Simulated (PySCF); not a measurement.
A structure optimised at PBE0-D3(BJ)/def2-SVP, used in a PySCF frequency run:

```xyz
10

F     -2.4827    -0.3461     0.4352
C     -1.6226     0.3074    -0.3504
F     -2.3067     0.7261    -1.4197
F     -1.1944     1.3783     0.3082
C     -0.4997    -0.5971    -0.7677
C      0.7563    -0.3463    -0.5078
C      2.0137    -0.0882    -0.2656
Cl     2.8319    -0.6160     1.1595
H     -0.8064    -1.4971    -1.3137
H      2.6317     0.4884    -0.9603
```
Charge 0, spin multiplicity 1.

Task: Write its SMILES and formula.

Result: FC(F)(F)C=C=CCl, C4H2ClF3

Task: What are its rotational constants (standard atomic weights)?

Result: 4.3935, 0.68417, 0.66817 GHz
